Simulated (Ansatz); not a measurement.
Calculated with Ansatz (gas phase, PBE0-D4/def2-TZVP geometries, no zero-point term in ΔE). CBS: MP2 limit from def2 TZ/QZ plus the TZ coupled-cluster correction, frozen cores. DFT in def2-TZVPP. B3LYP here is the variant with VWN-RPA as its local correlation; programs differ in this. For Mg outer-core shells are correlated without core-valence functions, which leaves a few kJ/mol of doubt a bond. One conformer a species, not always the lowest.

`C[S][Mg][O][SiH3]` + `O[SiH](O)S` → `CS[SiH](O)O` + `[SiH3][O][Mg][SH]`  (substitution at a C–S bond)

`C[S][Mg][O][SiH3]`:

```xyz
11

C     1.269    2.620   -1.330
S     1.593    2.151    0.407
Mg    0.401    0.229    0.673
O    -0.539   -1.280    0.872
Si   -1.382   -2.641    1.060
H     1.627    1.865   -2.030
H     1.820    3.542   -1.513
H     0.212    2.815   -1.510
H    -2.836   -2.419    0.805
H    -0.919   -3.703    0.119
H    -1.246   -3.178    2.446
```

`O[SiH](O)S`:

Z-matrix (Å, degrees):
```
Si
O 1 1.629
S 1 2.137 2 115.3
O 1 1.641 2 106.1 3 -122.0
H 1 1.476 2 107.0 3 115.4
H 2 0.959 1 117.6 3 88.8
H 3 1.345 1 94.4 2 -64.7
H 4 0.959 1 116.5 2 161.4
```

`CS[SiH](O)O`:

Z-matrix (Å, degrees):
```
C
S 1 1.818
H 1 1.090 2 111.0
H 1 1.089 2 106.9 3 118.6
H 1 1.089 2 110.9 3 -122.4
Si 2 2.125 1 98.7 3 54.1
O 6 1.632 2 114.4 1 69.5
O 6 1.638 2 106.6 1 -170.6
H 6 1.480 2 109.5 1 -46.7
H 7 0.959 6 117.2 2 60.4
H 8 0.958 6 117.6 2 41.1
```

`[SiH3][O][Mg][SH]`:

```xyz
8

Si   -0.876    1.623    0.240
O    -0.036    0.280   -0.066
Mg    0.889   -1.210   -0.402
S     2.089   -3.095   -0.852
H    -2.328    1.430   -0.042
H    -0.744    2.031    1.669
H    -0.400    2.761   -0.600
H     1.406   -3.820    0.052
```

| level | ΔE (kJ/mol) |
| --- | --- |
| PBE-D4 | -21.5 |
| PBE0-D4 | -22.2 |
| B3LYP-D4 | -21.7 |
| B2PLYP | -20.5 |
| PBE0 | -20.6 |
| HF/def2-TZVPP | -20.3 |
| SCS-MP2/def2-TZVPP | -21.3 |
| SCS-MP2/def2-QZVPP | -21.4 |

What does CCSD(T)/CBS give? (Best estimate.)

Computed: -22.0 kJ/mol. The listed levels differ from it by 0.5, -0.2, 0.3, 1.5, 1.4, 1.7, 0.7, 0.6 kJ/mol.

Largest T1 diagnostic among the species: 0.011.
